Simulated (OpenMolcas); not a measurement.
# Cu6+, Ag6+, Au6+: d5 down the group

```json
{"Program": "OpenMolcas 26.06", "Method": "MS-CASPT2, IPEA 0.25 Eh, imaginary shift 0.1 Eh", "Basis": "ANO-R2", "Scalar Hamiltonian": "X2C, finite nucleus", "Spin-orbit coupling": "state interaction with AMFI integrals over the reference wave functions, term energies averaged over their components"}
```

Active space for each ion: 5 electrons in 10 orbitals (d d); closed shells correlated by CASPT2: Cu6+ 3s 3p; Ag6+ 4s 4p; Au6+ 5s 5p.

Computed levels in cm-1 above 6S 5/2:

```csv
Level,Cu6+,Ag6+,Au6+
4G 7/2,48450,32020,27700
4G 11/2,48540,32350,29850
4G 9/2,48550,32510,31400
4P 1/2,53870,36440,33370
4D 7/2,57930,38250,38250
4D 1/2,58240,40310,44570
2I 11/2,70720,46690,44870
2I 13/2,71040,48140,49910
2F 7/2(1),77950,55730,64560
weight of 6S in the lowest level (%),100,98,78
```

Mixed levels, with the weight of the term that names them: Ag6+ 4P 1/2 (67 %), Ag6+ 4D 1/2 (68 %), Ag6+ 2F 7/2(1) (53 %), Au6+ 4G 7/2 (57 %), Au6+ 4G 11/2 (71 %), Au6+ 4P 1/2 (59 %), Au6+ 4D 7/2 (54 %), Au6+ 4D 1/2 (67 %), Au6+ 2I 11/2 (68 %), Au6+ 2F 7/2(1) (55 %).

Measured, with the error of the calculation in %. Measured levels: Cu6+, Ag6+ from the list in Gamrath, thesis, University of Mons (2023).

| Level | Cu6+ | Ag6+ |
| --- | --- | --- |
| 4G 7/2 |  | 30378 (+5.4) |
| 4G 11/2 |  | 30662 (+5.5) |
| 4G 9/2 |  | 30907 (+5.2) |
| 4P 1/2 | 51407 (+4.8) | 34605 (+5.3) |
| 4D 7/2 | 55742 (+3.9) | 36485 (+4.8) |
| 4D 1/2 | 56210 (+3.6) | 38685 (+4.2) |
| 2I 11/2 | 67757 (+4.4) | 44011 (+6.1) |
| 2I 13/2 | 67918 (+4.6) | 45546 (+5.7) |
| 2F 7/2(1) | 74408 (+4.8) |  |

Without spin-orbit coupling 4G lies 48490, 32230, 28950 cm-1 above 6S in that order; the difference to the level 4G 7/2, of either sign, comes from spin-orbit coupling, which also lowers the zero.

CASPT2 does not keep the components of a term degenerate, so their means are used; among the terms shown or strongly mixed into the levels shown the widest spread is 950 cm-1 (5d5 2I, Au6+). Active for correlation alone: 4d; no level in the range computed is led by a configuration that fills it, so any true level of that kind is missing (holds for Cu6+). Active for correlation alone: 5d; no level in the range computed is led by a configuration that fills it, so any true level of that kind is missing (holds for Ag6+). Active for correlation alone: 6d; no level in the range computed is led by a configuration that fills it, so any true level of that kind is missing (holds for Au6+). Computed and measured levels are paired by configuration, term and J; levels that our copy of the source lacks, or whose pairing is in doubt (as where it misses far off the trend of its configuration), stay unpaired and out of the deviations. Levels of configurations outside the active space are missing.

A number in round brackets counts repeated terms of one configuration in the order of the reference energies.
